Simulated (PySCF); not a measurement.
# Exercise with solution: chemical shift, span and skew from a shielding tensor

CH6Cl2Si2, SMILES [SiH3]C[SiH](Cl)Cl. Atoms are numbered in the order given.

```xyz
11

Si    -1.7089    -1.5566     0.4517
C     -0.3516    -1.2816    -0.8365
Si     0.7225     0.2137    -0.6169
Cl    -0.4474     1.9125    -0.6626
Cl     1.6762     0.1125     1.2098
H     -2.4749    -2.7898     0.0981
H     -2.6419    -0.3929     0.4706
H     -1.1052    -1.7300     1.8047
H     -0.8217    -1.2116    -1.8333
H      0.3067    -2.1681    -0.8487
H      1.7660     0.3573    -1.6624
```
Charge 0, spin multiplicity 1.

The structure is a stationary point at PBE0-D3(BJ)/def2-SVP. A frequency run showed that this geometry is not a minimum. The values are those of a single conformer.

GIAO shieldings from PBE/pcSseg-1 run with PySCF, non-relativistic, no solvent. The symmetric part of the tensor of Si1 has the principal values 394.3, 397.7, 450.3 ppm. The same nucleus in TMS has σ = 335.4 ppm at this level (PySCF, at its B3LYP-D3(BJ)/def2-TZVP geometry). Without spin–orbit terms, shifts of atoms bonded to Cl or Br come out too high.

**Question.** Work out the isotropic shielding, the ²⁹Si shift against TMS, the span and the skew.

**Answer.** 
σ(iso) = (σ11 + σ22 + σ33)/3 = 414.1 ppm. δ = σ(ref) − σ(iso) = 335.4 − (414.1) = -78.7 ppm.
Span Ω = σ33 − σ11 = 56.0 ppm. Skew κ = 3(σ(iso) − σ22)/Ω = 0.88. Tumbling in solution averages the tensor to δ; in a static solid the shielding alone would spread this spin-1/2 line over Ω.
